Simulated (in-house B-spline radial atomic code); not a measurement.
Results of a calculation; reference values are marked as such.
**Weak and strong correlation along the adiabatic connection**

Two-electron singlets in several external potentials (atomic units), by full CI in B-splines with partial waves to l = 8 (correlation energies up to 0.6 % small). The repulsion is scaled by λ at fixed density; W(λ) is the mean repulsion less the Hartree energy, W(0) = E_x, and the area under W from 0 to 1 is E_xc.

One system gave this curve:

| λ | W (hartree) |
| --- | --- |
| 0 | -4.6565 |
| 0.02 | -4.6584 |
| 0.05 | -4.6613 |
| 0.12 | -4.668 |
| 0.25 | -4.6803 |
| 0.4 | -4.6943 |
| 0.6 | -4.7126 |
| 0.8 | -4.7306 |
| 1 | -4.7483 |
| 1.4 | -4.7826 |
| 2 | -4.8317 |
| 3 | -4.9079 |
| 4.5 | -5.0103 |
| 7 | -5.1551 |
| 10 | -5.296 |

Question: Which system is it?
A. −Z exp(−kr)/r, Z = 8.89, k = 3.69
B. ω²r²/2 − Z/r, ω = 0.164, Z = 2
C. ω²r²/2 − Z/r, ω = 0.754, Z = 0.3
D. −Z/r, Z = 2.81, wall at 5.98 bohr

Answer: A. The exchange energy sets the size: −Z exp(−kr)/r, Z = 8.89, k = 3.69: E_x = -4.66, E_c = -0.0467; −Z/r, Z = 2.81, wall at 5.98 bohr: E_x = -1.53, E_c = -0.0432; ω²r²/2 − Z/r, ω = 0.164, Z = 2: E_x = -1.04, E_c = -0.0418; ω²r²/2 − Z/r, ω = 0.754, Z = 0.3: E_x = -0.688, E_c = -0.0396 hartree.
